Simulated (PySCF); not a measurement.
# Cr (chromium, neutral) across methods

[Ar] 3d4 4s1 4p1, one real determinant (an excited configuration). Computed with PySCF 2.14 in x2c-QZVPPall with one added diffuse shell each of s, p, d, f, g type (12s8p6d4f3g, 121 functions), with the spin-free X2C one-electron Hamiltonian (Gaussian nucleus).

```tsv
method	E (hartree)	mean ε 3d α (eV)	mean ε 4s α (eV)	mean ε 4p α (eV)	Σ⟨r²⟩ (bohr²)	⟨S²⟩
r2SCAN	-1050.648	-8.755	-6.541	-2.693	47.68	12.001
r2SCANh	-1050.640	-9.529	-6.849	-2.932	47.73	12.001
PBE0	-1050.469	-10.446	-7.113	-3.251	48.23	12.000
M06-2X	-1050.660	-12.180	-7.952	-3.731	47.56	12.001
LDA	-1048.352	-8.531	-6.462	-2.605	48.18	12.000
PBE	-1050.441	-8.394	-6.287	-2.578	48.55	12.000
UHF	-1049.60561	-16.262	-9.258	-5.098	48.70	12.001
TPSS	-1050.698	-8.369	-6.260	-2.569	48.15	12.000
```

⟨L²⟩ = 8.00 against 12 for a pure F term, so this real determinant mixes terms.
